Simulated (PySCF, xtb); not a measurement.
CH9FN2Si2, SMILES N([SiH3])[Si@H](F)NC.

GFN2-xTB in xtb 6.7.1 at its own geometry gives an orbital gap of 5.28 eV and a dipole moment of 2.29 D.

The structure is a stationary point at B3LYP-D3(BJ)/def2-SVP. The structure was generated by enumeration; whether it is a known compound was not checked. The values are those of a single conformer.

Question: What does PBE/def2-TZVP run with PySCF give? (The exact figures need the calculation; the answer reports its results.)

Answer: gap 5.15 eV (levels -5.70 and -0.55 eV), dipole 2.28 D.
